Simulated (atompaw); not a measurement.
## Cutoff test, cadmium (Cd), PAW (atompaw)

atompaw 4.2.0.5 input, output lines left out:

```
Cd 48
GGA-PBE scalarrelativistic loggrid 1500 logderivrange -7 5 301
5 5 4 0 0 0
5 1 0
0 0 0
c
c
c
c
v
c
c
v
v
c
v
2
2.55 2.20 2.40 2.20
y
1.1
n
n
y
0.35
n
bloechl besselshape
bessel
```

The pseudo-atom Hamiltonian at the reference potential is diagonalised in spherical Bessel functions j_l(qr) that vanish at 20 bohr, with q² up to the cutoff. All-electron valence levels (Ry): 5s -0.4160, 4p -4.9220, 5p -0.0870, 4d -0.8624.

Problem. How do the lowest levels (Ry) of each channel move with the cutoff, and are there ghosts?

Solution.

```
cutoff (Ry)     s #1    s #2     p #1     p #2     d #1    d #2    f #1    f #2  Σ f·Δε (mRy)
          8  -0.4157  0.0049  -4.4046  -0.0271  -0.5324  0.0644  0.1124  0.2378        6404.9
         12  -0.4160  0.0049  -4.7030  -0.0428  -0.7379  0.0636  0.1124  0.2378        2559.2
         15  -0.4160  0.0048  -4.8195  -0.0578  -0.7884  0.0634  0.1124  0.2378        1354.8
         21  -0.4160  0.0048  -4.8941  -0.0765  -0.8464  0.0630  0.1124  0.2378         327.2
         30  -0.4160  0.0045  -4.9198  -0.0860  -0.8602  0.0629  0.1124  0.2378          34.7
         40  -0.4160  0.0043  -4.9218  -0.0869  -0.8623  0.0629  0.1124  0.2378           2.2
         45  -0.4160  0.0043  -4.9220  -0.0869  -0.8623  0.0629  0.1124  0.2378           0.6
         55  -0.4160  0.0043  -4.9220  -0.0870  -0.8624  0.0629  0.1124  0.2378           0.2
        400  -0.4160  0.0043  -4.9220  -0.0870  -0.8624  0.0629  0.1124  0.2378           0.0
```

Result: no extra level below or beside the all-electron valence levels (s, p, d, f tested); 10 mRy is reached at 35 Ry and 1 mRy at 45 Ry.
